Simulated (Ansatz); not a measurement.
Born–Oppenheimer molecular dynamics of C2H9FOSi2 (15 atoms, charge 0, multiplicity 1). It goes on from the last frame of an earlier run, with new velocities.

All numbers below come from UKS B3LYP-D4/STO-3G in Ansatz 0.2.0.

| Item | Value |
| --- | --- |
| ensemble | NVT, Nosé–Hoover chain |
| time step | 0.5 fs |
| steps asked | 116 |
| set temperature | 700 K |
| thermostat | time constant 100 fs, chain length 3 (defaults) |
| seed | 619228 |

First frame:

```xyz
15
Properties=species:S:1:pos:R:3
C 0.562 0.018 1.384
C 1.234 0.056 0.044
O 1.756 -1.189 -0.468
F 2.349 1.194 -0.075
Si -0.304 0.051 -1.153
Si -2.350 0.592 -0.459
H 1.177 -0.435 2.090
H -0.487 -0.505 1.459
H 0.452 1.099 1.743
H 2.702 -1.258 -0.012
H -0.491 -1.438 -1.610
H -0.330 1.107 -2.120
H -2.385 1.383 0.806
H -3.064 1.050 -1.764
H -3.038 -0.625 -0.113
```

(1) How far do the bonds stretch over the last three quarters of this one trajectory? (Pairs bonded in most of those frames.)

## Answers

(1) 
```tsv
bond	mean (Å)	spread (Å)	shortest	longest
C1–C2	1.639	0.074	1.51	1.74
C1–H7	1.111	0.035	1.05	1.17
C1–H8	1.115	0.066	1.02	1.21
C1–H9	1.112	0.050	1.03	1.19
C2–O3	1.480	0.022	1.45	1.53
C2–F4	1.431	0.087	1.30	1.56
C2–Si5	1.977	0.080	1.85	2.09
O3–H10	1.034	0.019	1.00	1.07
Si5–Si6	2.280	0.034	2.23	2.33
Si5–H11	1.464	0.107	1.32	1.63
Si5–H12	1.455	0.013	1.43	1.48
Si6–H13	1.448	0.035	1.40	1.51
Si6–H14	1.461	0.085	1.33	1.60
Si6–H15	1.449	0.034	1.39	1.50
```

Mean temperature of the second half: 1056 K. The conserved energy stayed within 0.64 meV per atom of its start (net change -0.16 meV per atom), so the integration is sound. The mean temperature of the second half is 51 % above the set value. A run of 0.058 ps of so small a system gives no equilibrium averages. Limits of this set-up: minimal basis.

Run time: 9.6 min on 1 thread of Arm Neoverse V2, with other jobs on the host, peak memory 0.19 GiB.
